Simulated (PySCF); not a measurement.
# Bond curve of KMg

Set-up: PySCF, no relativity, basis sets K aug-pcseg-1, Mg aug-pcseg-1. Energies in eV from K + Mg in their ground configurations at the same level. State: ²Σ⁺ (doublet), unpaired electrons σ ↑.

```csv
R (Å),TPSSh,B2PLYP,CAM-B3LYP
3.538,-0.1636,0.0099,0.0069
3.695,-0.1917,-0.0249,-0.0255
3.813,-0.2003,-0.0401,-0.0394
3.931,-0.2012,-0.0488,-0.0471
4.049,-0.1966,-0.0528,-0.0505
4.206,-0.1848,-0.0534,-0.0506
4.403,-0.1652,-0.0498,-0.0467
4.639,-0.1395,-0.0429,-0.0396
```

Task: Put a parabola through the three lowest points of the TPSSh curve and estimate Re, k and ωe (reduced mass 14.85 u; 1 eV/Å² = 0.16022 mdyn/Å; ωe = 1302.8·√(k/μ) cm⁻¹).

Result: Through R = 3.813, 3.931, 4.049 Å the second-order coefficient is 0.198 eV/Å², so Re ≈ 3.891 Å, k ≈ 0.0633 mdyn/Å and ωe ≈ 85 cm⁻¹. A polynomial fit of higher order to the unrounded TPSSh energies gives Re = 3.887 Å, k = 0.0716 mdyn/Å, ωe = 90.5 cm⁻¹; anharmonicity and rounding make the difference.

The higher-order fit for each curve: TPSSh: Re = 3.887 Å, ωe = 90.5 cm⁻¹, De = 0.202 eV; B2PLYP: Re = 4.147 Å, ωe = 54.1 cm⁻¹, De = 0.054 eV; CAM-B3LYP: Re = 4.128 Å, ωe = 54.0 cm⁻¹, De = 0.051 eV.

Correlated steps freeze 6 core orbitals. The bond is weak. Basis-set superposition, not corrected here, can be much of De in a small basis, most of all at correlated wavefunction levels. Functionals without a dispersion term scatter widely for such bonds, and LDA overbinds them. B2PLYP dipoles, levels and charges come from its SCF part alone. The state was picked by a PBE0 search and need not be the measured ground state.
